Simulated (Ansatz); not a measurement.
`[CH3][Al]([AlH2])[SiH3]` + HBr → `[CH3][Al]([SiH3])[Br]` + `[AlH3]`  (cleavage of the Al–Al bond)

Gas-phase electronic energies from Ansatz, PBE0-D4/def2-TZVP geometries. CCSD(T)/CBS is the MP2 limit (def2-TZVPP, def2-QZVPP) plus CCSD(T) − MP2 in def2-TZVPP, frozen cores. This one scheme is used for every species. For Br outer-core shells are correlated without core-valence functions, which leaves a few kJ/mol of doubt a bond. Scalar relativity is left out up to krypton.

| species | CCSD(T)/CBS(def2) energy (Eh) |
| --- | --- |
| `[CH3][Al]([AlH2])[SiH3]` | -815.94157 |
| HBr | -2573.91920 |
| `[CH3][Al]([SiH3])[Br]` | -3146.14605 |
| `[AlH3]` | -243.78045 |

(1) Work out ΔE.

Largest T1 diagnostic among the species: 0.012.

## Answers

(1) ΔE = (-3146.14605) + (-243.78045) − (-815.94157) − (-2573.91920) = -0.06573 Eh = -1.79 eV.

In def2-TZVPP, CCSD(T) changes the Hartree–Fock value by +0.23 eV (the triples alone add +0.02 eV) and MP2 by +0.07 eV. From PBE to PBE0 (25 % exact exchange), in def2-TZVPP and without D4, ΔE moves by −0.08 eV.
